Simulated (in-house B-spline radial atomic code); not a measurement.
RPA and G0W0 for Al³⁺, [He] 2s2 2p6, as one setting changes: the share of exact exchange in the PBE hybrid start. A dash marks a level of low quasi-particle weight. Computed with an all-electron radial atomic-structure program (B-spline basis): all electrons, non-relativistic, point nucleus, each spin shell either full or empty, empty states to l = 9 with an (l + 1/2)⁻⁴ tail; G0W0 by contour deformation at full frequency.

```json
{"share of exact exchange in the PBE hybrid start": "0", "mean-field level (eV)": "-104.13", "G0W0 level (eV)": "2p -119.71", "RPA correlation (Eh)": "-0.60898"}
{"share of exact exchange in the PBE hybrid start": "0.1", "mean-field level (eV)": "-106.02", "G0W0 level (eV)": "2p -119.82", "RPA correlation (Eh)": "-0.60202"}
{"share of exact exchange in the PBE hybrid start": "0.2", "mean-field level (eV)": "-107.90", "G0W0 level (eV)": "2p -119.91", "RPA correlation (Eh)": "-0.59527"}
{"share of exact exchange in the PBE hybrid start": "0.3", "mean-field level (eV)": "-109.79", "G0W0 level (eV)": "2p -120.00", "RPA correlation (Eh)": "-0.58872"}
{"share of exact exchange in the PBE hybrid start": "0.4", "mean-field level (eV)": "-111.68", "G0W0 level (eV)": "2p -120.07", "RPA correlation (Eh)": "-0.58236"}
{"share of exact exchange in the PBE hybrid start": "0.5", "mean-field level (eV)": "-113.57", "G0W0 level (eV)": "2p -120.14", "RPA correlation (Eh)": "-0.57618"}
{"share of exact exchange in the PBE hybrid start": "0.6", "mean-field level (eV)": "-115.46", "G0W0 level (eV)": "2p -120.20", "RPA correlation (Eh)": "-0.57017"}
{"share of exact exchange in the PBE hybrid start": "0.7", "mean-field level (eV)": "?", "G0W0 level (eV)": "?", "RPA correlation (Eh)": "?"}
{"share of exact exchange in the PBE hybrid start": "0.8", "mean-field level (eV)": "?", "G0W0 level (eV)": "?", "RPA correlation (Eh)": "?"}
{"share of exact exchange in the PBE hybrid start": "0.9", "mean-field level (eV)": "-121.16", "G0W0 level (eV)": "2p -120.32", "RPA correlation (Eh)": "-0.55309"}
{"share of exact exchange in the PBE hybrid start": "1", "mean-field level (eV)": "-123.06", "G0W0 level (eV)": "2p -120.35", "RPA correlation (Eh)": "-0.54769"}
```

Problem. What belongs in the row for 0.8?

Solution. mean-field level (eV): -119.26; G0W0 level (eV): 2p -120.28; RPA correlation (Eh): -0.55863.

Problem. What belongs in the row for 0.7?

Solution. mean-field level (eV): -117.36; G0W0 level (eV): 2p -120.24; RPA correlation (Eh): -0.56432.

Problem. At what share of exact exchange does G0W0 leave the highest level unchanged?

Solution. Near 0.85, where the shift changes sign (-1.026 eV at 0.8, +0.841 eV at 0.9).
